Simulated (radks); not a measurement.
Spherical quantum dot in the effective-mass picture: electrons in a parabolic well V = omega^2 r^2 / 2 with omega = 0.184, with a point charge +1 (a donor) at the centre, all in effective atomic units (hartree* = m*/eps^2 hartree, bohr* = eps/m* bohr), one dielectric constant everywhere. Calculated with a radial shooting solver with Libxc functionals: non-relativistic Kohn-Sham, LDA (Slater exchange, Perdew-Wang correlation), spin-polarised, spherical densities. Levels are named by radial order and angular momentum (1s, 1p, 1d, 2s, ...), and open shells are averaged over m.

N = 32, configuration 1s2 1p6 1d10 2s2 1f(up 7, down 5). This is the lowest configuration that the search found. Occupied and some empty levels:

level,occupation,eigenvalue (hartree*),<r> (bohr*)
1s down,1,4.4933,2.486
1s up,1,4.4934,2.522
2s up,1,4.6041,6.556
1p up,3,4.6043,6.691
2s down,1,4.6082,6.553
1p down,3,4.6084,6.639
1d up,5,4.6552,7.508
1d down,5,4.6601,7.491
1f up,7,4.7134,8.040
1f down,5,4.7186,8.039
2p up,0,4.7385,6.353
2p down,0,4.7410,6.376
1g up,0,4.7796,8.454
1g down,0,4.7848,8.461
2d up,0,4.8259,7.066
2d down,0,4.8287,7.066

Energy (hartree*): total 86.8783, kinetic 4.1451, external 24.644, Hartree 63.856, exchange-correlation -5.7666.

Electron density:

r (bohr*),n(r) (e/bohr*^3)
0.678,0.1101
1.81,0.01829
2.94,0.006273
4.07,0.006123
5.21,0.008206
6.34,0.009805
7.47,0.009379
8.60,0.006475
9.73,0.002850
10.9,0.0007279
12.0,0.0001004
13.1,7.745e-06
14.3,3.340e-07
